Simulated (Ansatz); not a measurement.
Born–Oppenheimer molecular dynamics of a periodic cell of 34 atoms, H$_{23}$NO$_{10}$ (contents 10 H2O + 1 NH3, density as packed 1.21 g/cm³ with natural masses). It goes on from the last frame of an earlier run, with new velocities.

Computed with DFT r2SCAN-D3(BJ), scalar-relativistic, plane waves, PAW (Ansatz). Settings: accuracy low, cutoff 500 eV, k mesh 1x1x1, fermi-dirac smearing 0.02 eV, no spin polarisation.

```json
{"ensemble": "NVE (velocity Verlet)", "time step": "0.5 fs", "steps asked": "90", "starting velocities drawn for": "1500 K", "seed": "866915"}
```

Frames 2.5 fs apart, positions in Å, forces in eV/Å.

Velocities at 10.0 fs (Å/ps):

```
O -3.88 -0.43 -0.32
H -10.19 22.26 -28.86
H -12.87 -14.66 -31.55
O -16.15 5.72 -5.74
H -22.41 -15.37 -14.01
H 84.57 -10.24 -15.60
O -9.99 11.31 -9.16
H 39.07 -59.31 -1.49
H 58.67 -52.46 1.57
O 3.03 4.88 4.47
H 21.94 1.88 -64.30
H -4.78 17.09 4.04
O -1.31 4.66 3.69
H 67.71 22.40 -21.86
H -1.01 46.43 31.17
O 2.02 -9.95 -2.27
H 28.00 45.83 -37.73
H -1.60 -41.56 -5.03
O -10.27 -8.26 1.67
H 13.37 38.20 -27.25
H 10.97 13.76 23.27
O -0.75 -7.83 13.28
H 20.18 6.62 -53.66
H 12.76 -2.85 -17.79
O 18.54 11.32 8.32
H 52.72 33.84 -58.82
H 1.98 -10.79 -37.87
O -4.82 -2.73 6.52
H -37.50 9.87 28.57
H 2.88 -2.28 31.05
N 2.33 -8.91 -4.40
H 6.97 -22.54 3.28
H 46.50 -30.18 -0.18
H -36.19 -9.87 29.40
```

```xyz
34
Lattice="6.4729 0.0000 0.0000 0.0000 6.4729 0.0000 0.0000 0.0000 6.4729" Properties=species:S:1:pos:R:3:forces:R:3 time_fs=10.0 energy_less_start_eV=1.251 T=1208
O 1.866 3.581 1.994 0.93 2.09 -4.13
H 2.236 4.130 1.194 -0.96 -0.48 2.25
H 2.052 2.730 1.542 -0.41 -0.10 1.50
O 0.373 0.777 0.758 2.78 0.16 -2.49
H 1.206 1.229 0.344 -2.38 -1.70 0.68
H 0.411 -0.181 0.977 0.84 1.02 -0.22
O 4.745 1.871 1.101 0.12 -0.95 1.21
H 4.347 1.783 0.144 -0.74 1.51 1.27
H 5.568 1.310 1.005 -0.66 0.83 0.09
O 5.625 5.159 5.910 -0.18 1.38 -0.63
H 5.282 5.343 5.027 -0.25 -1.34 -0.89
H 5.910 6.086 5.974 0.95 -0.10 0.78
O 2.433 1.282 2.250 3.27 -2.46 -2.08
H 2.335 0.573 1.480 0.89 1.63 2.43
H 3.545 1.500 2.069 -2.70 -0.55 -0.14
O 5.173 3.645 3.150 0.48 0.73 -4.40
H 5.199 4.043 2.151 -0.07 -0.34 3.68
H 5.169 2.768 2.712 -0.37 0.00 0.82
O 2.074 5.436 3.796 0.96 4.13 2.16
H 2.240 6.460 3.574 -0.54 -3.38 -0.74
H 1.709 4.870 3.133 0.14 -0.53 -1.27
O 0.857 2.534 4.892 2.23 -3.56 -0.78
H 0.455 3.124 4.324 -1.94 3.04 -1.31
H 1.192 1.983 4.105 -0.28 0.47 1.81
O 3.138 5.923 6.539 0.20 0.95 -3.04
H 2.966 6.071 5.512 -0.07 -1.02 3.00
H 4.138 5.909 6.516 -1.25 -0.54 0.50
O 6.047 0.053 2.855 -1.40 2.25 0.25
H 6.048 1.041 2.549 0.46 -3.17 1.20
H 6.953 -0.212 3.021 0.31 0.25 0.45
N 3.904 2.317 5.377 -0.87 0.69 -0.89
H 4.566 3.042 5.127 -0.76 0.68 0.13
H 4.468 1.551 5.091 -0.41 -1.25 -1.49
H 2.964 2.452 4.928 1.68 -0.34 0.30
34
Lattice="6.4729 0.0000 0.0000 0.0000 6.4729 0.0000 0.0000 0.0000 6.4729" Properties=species:S:1:pos:R:3:forces:R:3 time_fs=12.5 energy_less_start_eV=1.861 T=1068
O 1.858 3.583 1.984 0.71 1.29 -4.17
H 2.180 4.162 1.196 -0.68 -0.77 2.00
H 2.006 2.708 1.514 -0.43 0.99 1.69
O 0.338 0.789 0.740 2.05 -3.71 -0.64
H 1.095 1.161 0.320 0.55 1.16 -1.04
H 0.632 -0.162 0.931 -0.87 1.85 -0.06
O 4.723 1.895 1.081 3.05 -2.44 2.39
H 4.417 1.680 0.173 -1.22 1.26 0.28
H 5.662 1.230 1.016 -2.88 2.56 0.38
O 5.632 5.175 5.917 -0.86 2.01 -3.99
H 5.348 5.304 4.890 0.99 -1.24 2.93
H 5.920 6.115 6.003 0.32 -0.91 0.28
O 2.436 1.290 2.256 3.02 -1.13 -0.63
H 2.524 0.667 1.490 0.03 -0.04 0.72
H 3.466 1.599 2.140 -1.89 -0.41 -0.04
O 5.179 3.620 3.136 0.79 0.24 -4.26
H 5.264 4.129 2.178 -0.30 -1.65 3.69
H 5.154 2.694 2.726 -0.33 1.95 0.67
O 2.050 5.425 3.806 1.04 5.08 1.85
H 2.256 6.442 3.489 -0.53 -3.56 -0.07
H 1.730 4.868 3.129 0.03 -1.14 -1.68
O 0.858 2.510 4.920 -0.26 0.73 -4.88
H 0.477 3.186 4.197 0.35 -1.00 2.72
H 1.213 1.991 4.123 -0.22 0.16 1.84
O 3.183 5.953 6.552 -1.61 1.23 -4.30
H 3.089 6.122 5.476 -0.84 -1.00 3.83
H 4.128 5.864 6.443 1.18 -0.79 1.04
O 6.033 0.050 2.872 -0.19 -1.00 1.25
H 5.971 0.981 2.652 0.49 -0.31 0.28
H 6.956 -0.205 3.109 -0.86 0.62 0.17
N 3.908 2.293 5.363 0.63 -2.14 -1.55
H 4.564 3.012 5.136 -0.52 1.09 -0.09
H 4.546 1.469 5.058 -2.46 1.35 -0.43
H 2.933 2.416 5.008 1.74 -0.34 -0.19
34
Lattice="6.4729 0.0000 0.0000 0.0000 6.4729 0.0000 0.0000 0.0000 6.4729" Properties=species:S:1:pos:R:3:forces:R:3 time_fs=15.0 energy_less_start_eV=0.417 T=1402
O 1.852 3.590 1.961 -1.28 0.43 1.65
H 2.092 4.166 1.295 0.95 2.01 -2.43
H 1.936 2.730 1.579 -0.08 -1.09 0.13
O 0.311 0.789 0.719 2.15 -3.10 -0.37
H 1.009 1.157 0.234 1.02 2.31 -1.80
H 0.808 -0.046 0.885 -1.21 0.19 0.67
O 4.712 1.912 1.069 3.30 -1.66 3.59
H 4.415 1.650 0.214 -1.57 0.73 -1.32
H 5.590 1.295 1.049 -2.54 2.16 0.52
O 5.635 5.197 5.910 -0.55 0.15 -2.50
H 5.465 5.195 4.906 0.47 -0.29 1.86
H 5.952 6.100 6.051 0.39 -0.01 0.02
O 2.449 1.293 2.259 -1.48 -1.22 0.99
H 2.718 0.755 1.535 -0.23 -1.97 -1.60
H 3.293 1.684 2.213 2.48 1.86 0.73
O 5.188 3.597 3.107 0.08 -1.03 3.95
H 5.316 4.137 2.395 0.47 1.99 -3.03
H 5.119 2.715 2.774 -0.35 -0.29 -0.81
O 2.031 5.431 3.821 -1.46 -1.99 -0.57
H 2.245 6.237 3.395 0.84 1.55 -0.86
H 1.758 4.810 3.046 1.02 0.63 1.87
O 0.857 2.489 4.933 -1.76 3.24 -2.03
H 0.508 3.205 4.213 0.43 -1.55 2.90
H 1.229 1.999 4.234 1.20 -1.85 -1.15
O 3.224 5.988 6.551 0.08 -0.01 1.67
H 3.162 6.119 5.638 -1.75 0.32 -2.49
H 4.171 5.772 6.432 0.52 -0.80 1.32
O 6.018 0.041 2.893 0.03 -4.71 1.57
H 5.918 0.923 2.771 -0.07 3.73 -0.44
H 6.917 -0.165 3.210 -0.40 0.30 0.19
N 3.916 2.262 5.343 3.01 -1.36 -0.85
H 4.528 3.041 5.143 -0.70 0.26 0.07
H 4.491 1.455 4.994 -1.63 0.96 -0.32
H 2.989 2.361 5.075 -1.38 0.10 -1.11
34
Lattice="6.4729 0.0000 0.0000 0.0000 6.4729 0.0000 0.0000 0.0000 6.4729" Properties=species:S:1:pos:R:3:forces:R:3 time_fs=17.5 energy_less_start_eV=-0.238 T=1554
O 1.843 3.600 1.941 -0.66 2.35 0.89
H 2.045 4.258 1.285 0.29 -0.31 -1.09
H 1.859 2.698 1.655 -0.01 -0.89 -0.60
O 0.292 0.778 0.696 3.99 0.95 -3.42
H 0.963 1.269 0.062 -2.54 -0.35 1.26
H 0.920 0.085 0.877 -0.05 -0.92 0.95
O 4.710 1.923 1.071 -6.80 4.39 1.56
H 4.325 1.670 0.194 -0.57 1.13 -0.05
H 5.415 1.458 1.112 7.10 -4.44 0.63
O 5.636 5.220 5.896 -0.36 -0.41 3.45
H 5.610 5.064 5.004 -0.01 -0.29 -3.53
H 6.009 6.082 6.100 0.54 0.54 -0.15
O 2.459 1.290 2.265 1.10 -1.89 -1.16
H 2.894 0.751 1.516 -0.97 0.26 0.86
H 3.230 1.863 2.325 0.42 0.48 0.45
O 5.197 3.571 3.091 0.36 1.83 3.86
H 5.394 4.245 2.476 0.20 0.32 -1.59
H 5.061 2.721 2.773 -0.43 -1.31 -2.03
O 2.006 5.431 3.836 -1.09 -1.87 -1.01
H 2.282 6.104 3.246 1.05 2.16 -0.48
H 1.837 4.776 3.059 0.25 -0.16 2.17
O 0.852 2.477 4.937 1.05 -2.08 1.15
H 0.558 3.151 4.381 -1.14 2.18 -1.32
H 1.302 1.916 4.302 0.07 -0.31 -0.24
O 3.265 6.022 6.556 1.84 -1.01 3.12
H 3.136 6.130 5.660 -1.17 0.23 -3.10
H 4.238 5.639 6.492 -1.64 0.36 0.30
O 6.002 0.019 2.921 -1.41 1.85 0.38
H 5.870 1.018 2.871 0.53 -2.39 0.10
H 6.859 -0.107 3.323 0.67 -0.16 0.46
N 3.935 2.226 5.320 -0.70 2.12 0.56
H 4.452 3.087 5.151 -0.38 -0.53 -0.04
H 4.351 1.479 4.902 1.30 -2.15 -1.93
H 2.983 2.312 5.084 -0.84 0.33 -0.44
34
Lattice="6.4729 0.0000 0.0000 0.0000 6.4729 0.0000 0.0000 0.0000 6.4729" Properties=species:S:1:pos:R:3:forces:R:3 time_fs=20.0 energy_less_start_eV=0.205 T=1453
O 1.831 3.618 1.925 0.01 1.87 -1.47
H 2.019 4.338 1.208 -0.39 -2.85 1.20
H 1.783 2.627 1.701 0.16 1.83 -0.37
O 0.288 0.769 0.660 3.74 0.62 -3.02
H 0.787 1.372 -0.047 -1.86 -1.06 1.71
H 1.019 0.174 0.920 -0.59 0.33 0.24
O 4.690 1.946 1.079 -0.01 -0.05 1.77
H 4.205 1.752 0.165 1.01 0.73 0.55
H 5.524 1.446 1.205 -0.91 0.25 -0.81
O 5.637 5.242 5.891 0.21 -0.93 -0.60
H 5.758 4.924 4.962 -0.09 1.01 1.08
H 6.094 6.088 6.138 -0.08 -0.53 -0.59
O 2.473 1.282 2.268 3.56 0.61 -0.36
H 3.016 0.755 1.536 -1.03 1.29 1.33
H 3.200 2.064 2.458 -2.19 -2.84 -0.87
O 5.208 3.550 3.089 0.98 2.65 -0.42
H 5.481 4.375 2.449 -1.19 -3.83 1.73
H 4.984 2.677 2.664 0.37 2.13 -1.08
O 1.978 5.426 3.846 1.49 3.30 -2.34
H 2.371 6.091 3.084 -1.04 -1.06 3.05
H 1.933 4.728 3.187 -0.35 -1.86 0.03
O 0.850 2.459 4.944 2.18 -3.80 0.47
H 0.549 3.211 4.490 -0.55 1.25 -1.57
H 1.377 1.818 4.350 -1.67 2.09 0.64
O 3.312 6.053 6.572 -0.40 -0.62 -2.77
H 3.048 6.151 5.524 1.00 -0.94 3.82
H 4.218 5.526 6.570 -1.70 1.17 -0.77
O 5.983 0.003 2.950 0.30 2.29 1.23
H 5.848 1.006 2.973 0.15 -2.33 -0.21
H 6.827 -0.059 3.458 -0.49 -0.58 -0.41
N 3.951 2.196 5.298 -3.10 -1.05 -1.10
H 4.357 3.106 5.155 0.46 -0.27 -0.52
H 4.264 1.417 4.716 0.57 0.87 -0.05
H 2.934 2.281 5.067 1.45 0.29 0.49
34
Lattice="6.4729 0.0000 0.0000 0.0000 6.4729 0.0000 0.0000 0.0000 6.4729" Properties=species:S:1:pos:R:3:forces:R:3 time_fs=22.5 energy_less_start_eV=0.049 T=1491
O 1.818 3.642 1.905 -0.40 -0.40 0.44
H 1.974 4.268 1.185 -0.02 -0.93 -0.33
H 1.715 2.651 1.722 0.19 1.91 -0.59
O 0.298 0.762 0.615 1.33 -1.00 0.11
H 0.510 1.422 -0.067 0.56 0.29 -0.19
H 1.085 0.280 0.977 -0.83 1.11 -0.60
O 4.667 1.971 1.093 2.81 -1.23 2.42
H 4.140 1.877 0.166 1.68 -0.06 0.45
H 5.648 1.407 1.257 -3.71 1.58 -1.72
O 5.638 5.260 5.884 1.26 -1.73 -2.64
H 5.898 4.840 4.959 -0.84 1.92 2.87
H 6.175 6.065 6.144 -0.46 -0.94 -0.54
O 2.498 1.276 2.269 1.03 1.40 1.57
H 3.084 0.826 1.626 0.38 0.40 -0.23
H 3.056 2.112 2.544 -1.10 -2.51 -1.00
O 5.222 3.539 3.087 0.23 0.27 -0.35
H 5.505 4.302 2.507 -0.64 -1.62 0.57
H 4.925 2.740 2.488 0.59 2.08 -0.28
O 1.955 5.431 3.848 1.78 1.61 -2.42
H 2.405 6.027 3.087 -1.40 -1.17 2.70
H 2.012 4.588 3.334 -0.29 0.01 0.34
O 0.855 2.428 4.955 -1.31 2.64 0.21
H 0.509 3.333 4.508 1.31 -3.71 0.61
H 1.369 1.825 4.424 -0.20 0.50 -1.22
O 3.357 6.082 6.579 -2.86 0.37 -2.04
H 3.012 6.122 5.582 1.29 -0.74 3.07
H 4.107 5.473 6.608 0.38 0.05 -0.71
O 5.964 -0.008 2.983 1.81 -2.63 1.36
H 5.830 0.886 3.064 -1.12 3.36 -0.13
H 6.771 -0.045 3.570 -0.77 -1.01 -0.90
N 3.955 2.163 5.271 -2.01 -2.16 -2.52
H 4.286 3.107 5.130 0.80 -0.31 -0.73
H 4.216 1.393 4.524 0.11 2.54 2.00
H 2.955 2.267 5.075 0.40 0.11 0.45
```

Of the whole run (45 fs, mean temperature of the second half 1410 K): The conserved energy stayed within 0.65 meV per atom of its start (net change -0.36 meV per atom), so the integration is sound. A run of 0.045 ps of so small a system gives no equilibrium averages. Limits of this set-up: coarse k mesh, low accuracy level.

The run took 17 min on 1 thread of Arm Neoverse V1 (shared host), peak memory 0.62 GiB.
